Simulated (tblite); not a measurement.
Isomers of C5H4F4O2. Calculated harmonic vibrations of the isolated species, GFN2-xTB (tblite), most abundant isotopes, no scaling. Errors from tens to a few hundred cm⁻¹ against measured bands are possible. One conformer each.

Electronic energies: GFN2-xTB at the same geometries; isomer energies are rough at this level and their order can be wrong.

| SMILES | electronic energy, lowest = 0 (kcal/mol) |
| --- | --- |
| F/C=C/O/C=C(\F)OC(F)F | 37.8 |
| F/C=C/O/C=C(/F)OC(F)F | 37.6 |
| FC1=C(OC(F)F)OC[C@H]1F | 13.9 |
| FC(F)OC1(OC(F)F)C=C1 | 50.4 |
| F[C@H]1C=C(OC(F)(F)F)CO1 | 0.0 |
| C=C(OC(F)F)C(=O)C(F)F | 33.1 |

Q: How do GFN2-xTB zero-point energies change the relative energies?

A: 
```
                  SMILES  ZPE (kcal/mol)  of it from modes above 1550 cm⁻¹  electronic (kcal/mol)  with ZPE, lowest = 0 (kcal/mol)  lowest mode (cm⁻¹)  rings
F[C@H]1C=C(OC(F)(F)F)CO1            56.4                              19.6                    0.0                              0.0                  46      1
  FC1=C(OC(F)F)OC[C@H]1F            56.7                              19.4                   13.9                             14.1                  38      1
   C=C(OC(F)F)C(=O)C(F)F            54.9                              22.1                   33.1                             31.7                  40      0
   F/C=C/O/C=C(/F)OC(F)F            54.7                              22.3                   37.6                             35.8                  27      0
   F/C=C/O/C=C(\F)OC(F)F            54.6                              22.3                   37.8                             36.1                  28      0
    FC(F)OC1(OC(F)F)C=C1            54.6                              20.0                   50.4                             48.6                  36      1
```

The zero-point energies span 2.1 kcal/mol, from `FC(F)OC1(OC(F)F)C=C1` to `FC1=C(OC(F)F)OC[C@H]1F`. The order is unchanged.

Q: What do entropy and thermal enthalpy add at 298.15 K and 1 bar (rigid rotor, harmonic oscillator, one conformer each)?

A: 
```tsv
SMILES	point group	symmetry number	S (cal/(mol K))	H − H(0) (kcal/mol)	ZPE + H − H(0) − TS (kcal/mol)
F[C@H]1C=C(OC(F)(F)F)CO1	C1	1	99.1	6.67	33.5
FC1=C(OC(F)F)OC[C@H]1F	C1	1	102.5	6.95	33.1
C=C(OC(F)F)C(=O)C(F)F	C1	1	106.7	7.50	30.6
F/C=C/O/C=C(/F)OC(F)F	C1	1	110.9	7.75	29.3
F/C=C/O/C=C(\F)OC(F)F	C1	1	110.5	7.76	29.5
FC(F)OC1(OC(F)F)C=C1	C2	2	105.4	7.33	30.5
```
